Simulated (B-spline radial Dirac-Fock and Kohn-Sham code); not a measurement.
## Elastic and transport cross sections of boron for electrons

These are calculated numbers from a radial atomic solver; the model is relativistic (Dirac) partial waves in the static field of the Dirac-Fock atom with Furness-McCarthy exchange, without polarisation or absorption potentials. σ_tr1 and σ_tr2 weight the cross section with 1 − P₁ and 1 − P₂ of cos θ; "backward" is the share scattered beyond 90°.

```
energy (eV)  σ (a₀²)  σ_tr1 (a₀²)  σ_tr2 (a₀²)  σ/σ_tr1  backward (%)
        710     2.47        0.183        0.376     13.5           1.4
        745     2.37        0.168        0.349     14.0           1.3
        828     2.15        0.141        0.294     15.3           1.2
       1000     1.81        0.102        0.217     17.9          0.94
       1220     1.51       0.0718        0.156     21.0          0.75
       1380     1.35       0.0579        0.127     23.3          0.65
       1500     1.24       0.0500        0.111     24.9          0.59
       1520     1.23       0.0488        0.108     25.2          0.58
       1820     1.04       0.0355       0.0798     29.2          0.48
       2000    0.948       0.0300       0.0680     31.6          0.43
       2640    0.727       0.0183       0.0422     39.7          0.31
       3000        ?            ?            ?        ?             ?
       4360    0.448      0.00743       0.0176     60.2          0.18
```

Question: Fill in the row for 3 keV.

Answer: σ = 0.642 a₀², σ_tr1 = 0.0146 a₀², σ_tr2 = 0.0338 a₀², σ/σ_tr1 = 44.1, backward 0.27 %. The ratio σ/σ_tr1 is roughly the number of elastic collisions that randomise the direction.
